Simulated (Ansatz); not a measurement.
Born–Oppenheimer molecular dynamics of H$_{6}$O$_{2}$Si$_{2}$ (10 atoms, charge 0, multiplicity 1). It goes on from the last frame of an earlier run, with new velocities.

Method: RKS r2SCAN/6-31G (Ansatz 0.2.0).

```json
{"ensemble": "NVE (velocity Verlet)", "time step": "0.5 fs", "steps asked": "166", "starting velocities drawn for": "200 K", "seed": "662963"}
```

Frames 0.5 fs apart, positions in Å, forces in eV/Å.

Velocities at 65 fs (Å/ps):

```
Si -2.71 1.10 -2.24
O -1.82 -0.11 0.16
Si 1.88 -0.20 0.56
H -1.14 -7.16 15.72
H -25.97 0.26 -7.35
H 7.71 -5.26 -2.19
O 2.23 -0.35 4.52
H 8.81 14.14 -10.01
H 26.07 -7.03 -24.54
H 1.40 -12.74 0.85
```

```xyz
10
Properties=species:S:1:pos:R:3:forces:R:3 time_fs=65 energy_less_start_eV=0.001 T=199
Si -0.125 -0.074 -0.349 -0.18 0.13 -0.39
O -0.945 -0.435 1.051 -0.57 -0.13 0.73
Si -1.329 -0.508 2.724 1.32 -0.53 -0.96
H -2.735 -1.021 2.812 0.06 -0.01 0.30
H -0.214 -1.413 3.350 -0.91 0.35 -0.09
H -1.101 0.870 3.211 -0.26 0.36 0.50
O 1.548 0.006 -0.055 0.47 0.11 -0.04
H 2.092 -0.717 0.290 -0.01 -0.03 -0.01
H -0.465 1.255 -0.948 0.04 0.10 0.21
H -0.509 -1.137 -1.311 0.04 -0.35 -0.25
10
Properties=species:S:1:pos:R:3:forces:R:3 time_fs=65.5 energy_less_start_eV=-0.013 T=212
Si -0.126 -0.073 -0.350 -0.05 0.00 -0.38
O -0.946 -0.435 1.052 -0.56 -0.10 0.68
Si -1.328 -0.508 2.724 1.15 -0.51 -1.00
H -2.735 -1.024 2.820 0.10 0.03 0.28
H -0.228 -1.412 3.346 -0.78 0.26 -0.03
H -1.097 0.868 3.211 -0.26 0.39 0.51
O 1.550 0.006 -0.053 0.21 0.35 -0.16
H 2.096 -0.710 0.285 0.15 -0.27 0.10
H -0.452 1.251 -0.960 0.00 0.14 0.21
H -0.509 -1.144 -1.310 0.05 -0.29 -0.21
10
Properties=species:S:1:pos:R:3:forces:R:3 time_fs=66 energy_less_start_eV=-0.024 T=223
Si -0.127 -0.073 -0.352 0.07 -0.13 -0.37
O -0.947 -0.435 1.052 -0.55 -0.07 0.61
Si -1.327 -0.509 2.724 0.95 -0.45 -1.03
H -2.736 -1.028 2.829 0.14 0.06 0.25
H -0.244 -1.411 3.343 -0.62 0.16 0.04
H -1.094 0.866 3.212 -0.26 0.40 0.51
O 1.551 0.006 -0.050 -0.04 0.55 -0.28
H 2.101 -0.704 0.280 0.30 -0.47 0.19
H -0.439 1.248 -0.972 -0.04 0.17 0.22
H -0.508 -1.152 -1.311 0.06 -0.23 -0.16
10
Properties=species:S:1:pos:R:3:forces:R:3 time_fs=66.5 energy_less_start_eV=-0.033 T=231
Si -0.129 -0.072 -0.353 0.18 -0.26 -0.37
O -0.948 -0.435 1.052 -0.53 -0.04 0.54
Si -1.326 -0.509 2.724 0.73 -0.35 -1.05
H -2.736 -1.031 2.838 0.17 0.09 0.23
H -0.262 -1.409 3.339 -0.44 0.04 0.12
H -1.092 0.866 3.214 -0.26 0.39 0.50
O 1.552 0.006 -0.048 -0.24 0.71 -0.36
H 2.107 -0.699 0.276 0.40 -0.63 0.26
H -0.426 1.246 -0.983 -0.08 0.19 0.22
H -0.507 -1.160 -1.312 0.07 -0.15 -0.10
10
Properties=species:S:1:pos:R:3:forces:R:3 time_fs=67 energy_less_start_eV=-0.038 T=237
Si -0.130 -0.072 -0.354 0.29 -0.39 -0.37
O -0.949 -0.435 1.052 -0.51 -0.01 0.47
Si -1.325 -0.509 2.724 0.50 -0.21 -1.07
H -2.735 -1.034 2.849 0.20 0.13 0.20
H -0.280 -1.407 3.335 -0.24 -0.10 0.21
H -1.090 0.867 3.217 -0.26 0.36 0.48
O 1.553 0.006 -0.046 -0.37 0.78 -0.40
H 2.113 -0.695 0.272 0.43 -0.70 0.29
H -0.413 1.243 -0.993 -0.12 0.21 0.23
H -0.506 -1.168 -1.313 0.08 -0.08 -0.04
10
Properties=species:S:1:pos:R:3:forces:R:3 time_fs=67.5 energy_less_start_eV=-0.041 T=239
Si -0.131 -0.071 -0.355 0.38 -0.52 -0.37
O -0.950 -0.435 1.053 -0.49 0.02 0.39
Si -1.323 -0.509 2.724 0.26 -0.03 -1.09
H -2.734 -1.037 2.859 0.22 0.15 0.17
H -0.299 -1.406 3.332 -0.03 -0.25 0.31
H -1.089 0.868 3.221 -0.26 0.30 0.46
O 1.554 0.006 -0.044 -0.42 0.76 -0.40
H 2.120 -0.693 0.269 0.39 -0.67 0.27
H -0.400 1.242 -1.003 -0.15 0.22 0.24
H -0.504 -1.177 -1.314 0.09 0.00 0.02
10
Properties=species:S:1:pos:R:3:forces:R:3 time_fs=68 energy_less_start_eV=-0.040 T=238
Si -0.133 -0.071 -0.356 0.47 -0.64 -0.37
O -0.952 -0.435 1.054 -0.46 0.05 0.31
Si -1.322 -0.510 2.724 0.03 0.17 -1.10
H -2.732 -1.040 2.870 0.23 0.18 0.14
H -0.318 -1.405 3.330 0.18 -0.40 0.41
H -1.089 0.870 3.227 -0.26 0.24 0.42
O 1.555 0.006 -0.042 -0.38 0.67 -0.36
H 2.129 -0.692 0.267 0.27 -0.57 0.22
H -0.388 1.240 -1.012 -0.18 0.23 0.25
H -0.503 -1.185 -1.315 0.10 0.08 0.08
10
Properties=species:S:1:pos:R:3:forces:R:3 time_fs=68.5 energy_less_start_eV=-0.035 T=233
Si -0.134 -0.070 -0.358 0.55 -0.74 -0.36
O -0.953 -0.435 1.054 -0.44 0.08 0.23
Si -1.321 -0.510 2.723 -0.19 0.38 -1.09
H -2.731 -1.042 2.881 0.23 0.20 0.10
H -0.337 -1.405 3.329 0.39 -0.55 0.51
H -1.089 0.873 3.233 -0.26 0.15 0.37
O 1.556 0.007 -0.040 -0.29 0.51 -0.29
H 2.138 -0.693 0.265 0.10 -0.40 0.14
H -0.377 1.240 -1.021 -0.21 0.22 0.26
H -0.501 -1.194 -1.315 0.10 0.15 0.13
10
Properties=species:S:1:pos:R:3:forces:R:3 time_fs=69 energy_less_start_eV=-0.025 T=224
Si -0.135 -0.070 -0.359 0.62 -0.84 -0.35
O -0.955 -0.436 1.055 -0.41 0.11 0.15
Si -1.320 -0.510 2.723 -0.38 0.58 -1.07
H -2.728 -1.043 2.893 0.22 0.22 0.07
H -0.355 -1.407 3.329 0.58 -0.69 0.59
H -1.089 0.876 3.240 -0.26 0.06 0.32
O 1.557 0.007 -0.038 -0.15 0.31 -0.21
H 2.147 -0.695 0.264 -0.10 -0.19 0.04
H -0.365 1.240 -1.029 -0.24 0.21 0.27
H -0.499 -1.202 -1.316 0.11 0.22 0.18
10
Properties=species:S:1:pos:R:3:forces:R:3 time_fs=69.5 energy_less_start_eV=-0.013 T=213
Si -0.136 -0.070 -0.361 0.70 -0.91 -0.33
O -0.956 -0.436 1.055 -0.38 0.14 0.07
Si -1.318 -0.510 2.722 -0.53 0.77 -1.02
H -2.725 -1.044 2.904 0.20 0.23 0.03
H -0.371 -1.410 3.330 0.74 -0.80 0.65
H -1.091 0.880 3.248 -0.25 -0.03 0.27
O 1.558 0.008 -0.036 -0.01 0.12 -0.13
H 2.156 -0.697 0.262 -0.31 0.01 -0.05
H -0.355 1.240 -1.037 -0.26 0.19 0.29
H -0.496 -1.209 -1.316 0.11 0.28 0.21
10
Properties=species:S:1:pos:R:3:forces:R:3 time_fs=70 energy_less_start_eV=-0.001 T=201
Si -0.137 -0.070 -0.362 0.77 -0.96 -0.31
O -0.958 -0.436 1.056 -0.35 0.16 -0.01
Si -1.317 -0.510 2.722 -0.63 0.91 -0.94
H -2.721 -1.045 2.916 0.18 0.24 0.00
H -0.386 -1.415 3.333 0.85 -0.86 0.69
H -1.093 0.883 3.257 -0.25 -0.12 0.22
O 1.559 0.008 -0.034 0.11 -0.06 -0.06
H 2.164 -0.700 0.261 -0.50 0.19 -0.13
H -0.345 1.241 -1.044 -0.28 0.17 0.30
H -0.494 -1.216 -1.316 0.10 0.33 0.24
10
Properties=species:S:1:pos:R:3:forces:R:3 time_fs=70.5 energy_less_start_eV=0.009 T=192
Si -0.138 -0.070 -0.363 0.83 -1.00 -0.28
O -0.959 -0.436 1.057 -0.32 0.19 -0.08
Si -1.316 -0.510 2.721 -0.68 1.01 -0.83
H -2.717 -1.045 2.928 0.14 0.25 -0.04
H -0.399 -1.422 3.338 0.91 -0.88 0.69
H -1.095 0.886 3.266 -0.24 -0.21 0.16
O 1.560 0.009 -0.033 0.20 -0.19 -0.02
H 2.171 -0.701 0.259 -0.64 0.33 -0.18
H -0.335 1.242 -1.050 -0.30 0.14 0.32
H -0.491 -1.222 -1.315 0.09 0.36 0.26
```

Of the whole run (83 fs, mean temperature of the second half 186 K): The conserved energy stayed within 0.068 meV per atom of its start (net change -0.061 meV per atom), so the integration is sound. A run of 0.083 ps of so small a system gives no equilibrium averages. Limits of this set-up: no polarisation functions.

The run took 5.9 min on 2 threads of Intel(R) Xeon(R) Platinum 8259CL CPU @ 2.50GHz (Skylake/Cascade Lake) (shared host), peak memory 0.14 GiB.
